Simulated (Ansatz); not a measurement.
This Ansatz (a quantum-chemistry and plane-wave program) input (MP2/aug-pcseg-3) gives -37.76281 Eh with 85 basis functions.

Ansatz 0.2 input:
```yaml
crystal:
  periodic: [false, false, false]
  atoms:
    - {symbol: C, position_ang: [0.00000000, 0.00000000, 0.00000000]}
basis:
  gaussian:
    orbitals: aug-pcseg-3
magnetization: {spin_polarized: true, initial_magnetization: 2}
correlation: {method: mp2, electrons: outside_noble_gas}
scf: {lower_state_search: full}
```

Change:
```diff
- orbitals: aug-pcseg-3
+ orbitals: aug-cc-pVQZ
```

What does the run give now?

-37.76587 Eh (MP2/aug-cc-pVQZ, 80 functions), a change of -3.06 mEh.
